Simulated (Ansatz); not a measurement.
`B[SiH](N)F` → `BN` + `F[SiH]` at 400 K and 1 bar (silylene formation by 1,1-elimination).

Isolated molecules relaxed with PBE0-D4/def2-TZVP in Ansatz; ΔE leaves out vibrations. CCSD(T)/CBS adds triple-zeta CCSD(T) − MP2 to the extrapolated MP2 energy (def2 sets, frozen cores). This one scheme is used for every species. Each species was taken in one conformer, which may not be the lowest.

| species | CCSD(T)/CBS energy (Eh) | H − E (kJ/mol) | S (J/(mol·K)) |
| --- | --- | --- | --- |
| `B[SiH](N)F` | -471.43743 | 183.2 | 354.7 |
| `BN` | -81.93499 | 142.5 | 243.5 |
| `F[SiH]` | -389.46371 | 36.4 | 250.8 |

H − E and S are ideal-gas, rigid-rotor, harmonic terms from PBE0-D4/def2-TZVP, for one conformer and one mirror image of each species. 1 Eh = 2625.50 kJ/mol, R = 8.31446 J/(mol·K).

Q: By hand: ΔE, ΔH, ΔS and ΔG.

A: ΔE = (-81.93499) + (-389.46371) − (-471.43743) = 0.03873 Eh = 101.7 kJ/mol. Δ(H − E) = 142.5 + 36.4 − 183.2 = -4.3, so ΔH = 97.4 kJ/mol. ΔS = 243.5 + 250.8 − 354.7 = 139.6 J/(mol·K). ΔG = 97.4 − 400 × (139.6)/1000 = 41.6 kJ/mol.

Q: By hand: the equilibrium constant, and the temperature at which ΔG would vanish if ΔH and ΔS stayed fixed.

A: log₁₀ K = −ΔG/(RT ln 10) = -5.4. ΔG = 0 at ΔH/ΔS = 698 K.

The number of gas molecules changes by +1, which sets the sign of ΔS. A doubt of 5 kJ/mol in ΔE shifts log₁₀ K by 0.7 here. Other conformers and mirror images would add mixing entropy, several J/(mol·K) or more a flexible species. These are equilibria of isolated gas molecules and say nothing of rates. Largest T1 diagnostic: 0.015 (customary marks: 0.02 for closed shells, 0.045 for open ones).
